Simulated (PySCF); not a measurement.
Identify the unknown among the candidates.

All candidates are C3H11NSSi.

| technique | computed result |
| --- | --- |
| NMR, other nuclei | isotropic shieldings of nuclei other than C and H, by class: 259 (1 N), 366 (1 Si), 727 (1 S) ppm [GIAO PBE0/pcSseg-1] |
| UV, strongest line | among the 6 lowest singlet transitions: S5 at 6.26 eV (198 nm, f = 0.020) [TDDFT PBE0/def2-SVPD] |
| Polarisability | 94.0 au [PBE0/def2-SVPD] |
| Rotational structure | rotational constants A, B, C: 5.277, 1.219, 1.026 GHz [GFN2-xTB] |
| Dipole | 1.09 D [PBE0/def2-SVPD] |
| 1H NMR | chemical shifts (computed TMS as zero) by class: 5.24 (2 H), 2.58 (6 H), 1.96 (3 H) ppm [GIAO PBE0/pcSseg-1] |
| 13C NMR | chemical shifts (computed TMS as zero) by class: 40.2 (2 C), 10.2 (1 C) ppm [GIAO PBE0/pcSseg-1] |

Gas-phase values; electronic properties from PySCF, density fitting. Levels stand in brackets. The structure is a single GFN2-xTB conformer in the gas phase; no vibrational or solvent corrections. Each NMR value is the plain mean over a class of atoms that symmetry, rotation or inversion makes alike.

Question: Which candidate is it?
A. `CCS[SiH2]NC`
B. `CCN(C)[SiH2]S`
C. `CS[SiH2]N(C)C`
D. `CC(C)N[SiH2]S`

Answer: C. It is `CS[SiH2]N(C)C`. Numbering: `[CH3:1][S:2][SiH2:3][N:4]([CH3:5])[CH3:6]`. Its formula, C3H11NSSi, gives 0 degrees of unsaturation, so no ring and no π bond. 3 carbons fall into 2 classes; from least to most shielded: N-methyl carbon [C5/C6] (40.2 ppm, 2 C), S-methyl carbon [C1] (10.2 ppm). Hydrogen classes from least to most shielded: 2 H on an SiH2 silicon, Si3 (5.24 ppm), 6 H on 2 N-methyl carbons, C5/C6 (2.58 ppm, a mean of values up to 0.6 ppm apart in this geometry), 3 H on an S-methyl carbon, C1 (1.96 ppm). The other shieldings belong to: 259 ppm, silicon-bound nitrogen [N4]; 366 ppm, SiH2 silicon [Si3]; 727 ppm, sulfur bonded to C and Si [S2]. The optimised geometry has point group C1 and is an asymmetric top.

The others, at the same levels:
- `CCS[SiH2]NC` fails: it has 3 carbon classes against 2; its computed 13C shifts are 31.6 (1 C), 26.6 (1 C), 21.5 (1 C) ppm, 1H shifts are 5.36 (2 H), 2.81 (3 H), 2.48 (2 H), 1.29 (3 H), -0.20 (1 H) ppm and rotational constant A is 6.271 GHz (against 5.277 GHz).
- `CCN(C)[SiH2]S` fails: it has 3 carbon classes against 2; its computed 13C shifts are 47.1 (1 C), 36.8 (1 C), 13.4 (1 C) ppm, 1H shifts are 5.18 (2 H), 3.20 (2 H), 2.68 (3 H), 1.01 (3 H), 0.22 (1 H) ppm and rotational constant A is 3.284 GHz (against 5.277 GHz).
- `CC(C)N[SiH2]S` fails: its computed 13C shifts are 47.1 (1 C), 29.3 (2 C) ppm, 1H shifts are 5.25 (2 H), 2.81 (1 H), 1.16 (6 H), 0.35 (1 H), 0.03 (1 H) ppm and smallest rotational constant is 0.890 GHz (against 1.026 GHz).

Each candidate is one conformer, not necessarily the lowest. The conformers computed, where there is a choice (atom-mapped SMILES and torsion angles):
- `[CH3:1][S:2][SiH2:3][N:4]([CH3:5])[CH3:6]`: C1–S2–Si3–N4 172°, S2–Si3–N4–C5 -176°
- `[CH3:1][CH2:2][S:3][SiH2:4][NH:5][CH3:6]`: C1–C2–S3–Si4 -84°, C2–S3–Si4–N5 -173°, S3–Si4–N5–C6 -176°
- `[CH3:1][CH2:2][N:3]([CH3:4])[SiH2:5][SH:6]`: C1–C2–N3–C4 -71°, C2–N3–Si5–S6 39°, H–S6–Si5–N3 57°
- `[CH3:1][CH:2]([CH3:3])[NH:4][SiH2:5][SH:6]`: C1–C2–N4–Si5 -150°, C2–N4–Si5–S6 178°, H–S6–Si5–N4 -56°
